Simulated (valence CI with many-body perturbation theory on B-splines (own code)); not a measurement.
The numbers below are computed, except where a source is named.
**Sensitivity of CI+MBPT for Ce⁴⁵⁺**

Method: configuration interaction combined with many-body perturbation theory (CI+MBPT): three valence electrons over a frozen Dirac-Fock core [Ne], a basis of 6 s, 6 p, 5 d, 3 f, 1 g functions for each j, with the one-electron correlation potential Σ1, the two-electron term Σ2, the three-electron term Σ3, Breit, model QED; selected CI, second order for the rest, scaled by the run's own slope (own B-spline code, finite nucleus).

No measured spectrum was set against this ion. As an estimate, large intervals hold to a few tenths of a per cent, small ones and those within an open d or f shell to about a per cent.

The reference run has the lowest level (3s^2 3p1/2) J=1/2 and an ionisation energy of 3673.64 eV. Its largest variational space holds 2788 state functions.

Levels are named by their leading jj configuration (3d3/2^4 stands for four electrons in 3d with j = 3/2), which in mixed levels can hold well under half, so a name can repeat and another be missing. Letters in brackets count levels of one name in rising energy.

```
                     Level  Reference (cm⁻¹)  Shift (cm⁻¹)
        (3s 3p1/2^2) J=1/2            915957           -78
        (3s^2 3p3/2) J=3/2            930246           +39
(3s 3p1/2 3p3/2) J=3/2 [a]           1684270           -97
    (3s 3p1/2 3p3/2) J=5/2           1785510          +105
(3s 3p1/2 3p3/2) J=3/2 [b]           1920490          +758
    (3s 3p1/2 3p3/2) J=1/2           1985990          -107
        (3s^2 3d3/2) J=3/2           2304050         +4695
        (3s^2 3d5/2) J=5/2           2442580         +4570
        (3s 3p3/2^2) J=5/2           2732340          +819
     (3p1/2^2 3p3/2) J=3/2           2843990         +1012
        (3s 3p3/2^2) J=1/2           2920400          +212
(3s 3p1/2 3d3/2) J=3/2 [a]           2957020         +5086
```

The ionisation energy moves by +0.13 eV.

(1) Which of these changes was made?
A. correlating orbitals by l 3 3 3 2 1 → 6 5 3 4 0; QED terms on → off
B. highest l in the core sums 6 → 2
C. Breit term on → off; QED terms on → off; averaging of valence orbitals over low configurations on → off

## Answers

(1) B. highest l in the core sums 6 → 2.
